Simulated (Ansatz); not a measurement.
Reaction (atomization): `[OH][Ge]([OH])([OH])[SiH3]` → Ge• + 6 H• + 3 O• + Si•

Calculated with Ansatz (gas phase, PBE0-D4/def2-TZVP geometries, no zero-point term in ΔE). CBS: MP2 limit from def2 TZ/QZ plus the TZ coupled-cluster correction, frozen cores. This one scheme is used for every species, atoms too. DFT in def2-TZVPP. B3LYP here is the variant with VWN-RPA as its local correlation; programs differ in this. Open shells (•) are unrestricted, without spin–orbit coupling. Spin–orbit coupling would lower the free atoms: a little for O, Si; clearly for Ge. For Ge outer-core shells are correlated without core-valence functions, so the limit isn't a true one: a few kJ/mol of doubt a bond, and 10 to 20 or more in all where bonds break to atoms. Scalar relativity is left out up to krypton. Each species was taken in one conformer, which may not be the lowest.

```csv
level,ΔE (kJ/mol)
B3LYP-D4,3693.4
B2PLYP,3672.1
B3LYP,3656.0
HF/def2-QZVPP,2565.3
```

(1) What does CCSD(T)/CBS give? (An estimate is asked.)

Largest T1 diagnostic among the species: 0.013.

## Answers

(1) The calculation gave: +3755.9 kJ/mol. The listed levels differ from it by -62.5, -83.8, -99.9, -1190.6 kJ/mol.

In def2-TZVPP, CCSD(T) changes the Hartree–Fock value by +1087.4 kJ/mol (the triples alone add +61.7 kJ/mol) and MP2 by +1159.7 kJ/mol; breaking electron pairs costs correlation energy, which Hartree–Fock lacks. The D4 term adds +37.4 kJ/mol with B3LYP and +19.8 kJ/mol with PBE0; it sums over pairs of atoms, weighted by their polarisabilities, and B3LYP, whose exchange is more repulsive, gets the larger term. From PBE to PBE0 (25 % exact exchange), in def2-TZVPP and without D4, ΔE moves by −86.7 kJ/mol: exact exchange takes away binding that semilocal exchange gives to molecules.

For atomizations the MP2-based limit and the directly extrapolated one differ by several kJ/mol either way, and by 10 to 25 for some Ge, Se and Sn compounds, so smaller differences from it don't rank the levels.
